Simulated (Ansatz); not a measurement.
Total energies of the cluster SiW₃ from Ansatz at r2SCAN-D4/def2-TZVP, gas phase (1 Eh = 27.2114 eV = 2625.5 kJ/mol). The reference geometry is relaxed at PBE-D4/def2-SVP.

```xyz
4

W    -1.1407   -0.8662    0.1907
W     1.0144   -0.4274    0.9361
W     0.5121   -0.2637   -1.3252
Si   -0.3857    1.5573    0.1984
```

| state | geometry | energy (Eh) |
| --- | --- | --- |
| charge 0 singlet | reference | -490.75993 |
| charge 1 doublet | reference | -490.51763 |
| charge 0 triplet | relaxed at PBE-D4/def2-SVP | -490.72344 |
| charge 0 quintet | relaxed at PBE-D4/def2-SVP | -490.69070 |

In the def2 sets W takes a core potential; there is no spin–orbit coupling.

**Question.** Work out the vertical ionisation energy to the doublet.

**Answer.** E(charge 1 doublet) − E(charge 0 singlet) = -490.51763 − (-490.75993) = 0.24230 Eh = 6.59 eV. For comparison, −ε of the highest occupied level is 4.50 eV at this level, 2.09 eV less.

**Question.** Which of the charge 0 states is lowest, and how far above it are the others?

**Answer.** The singlet. triplet: -490.72344 − (-490.75993) = 0.03649 Eh = 95.8 kJ/mol; quintet: -490.69070 − (-490.75993) = 0.06923 Eh = 181.8 kJ/mol.

At r2SCAN-D4/def2-TZVP the charge 0 triplet is spin-contaminated (final ⟨S²⟩ up to 2.12, 2.00 for a pure state). 

The structure comes from a short search, and lower isomers may exist.
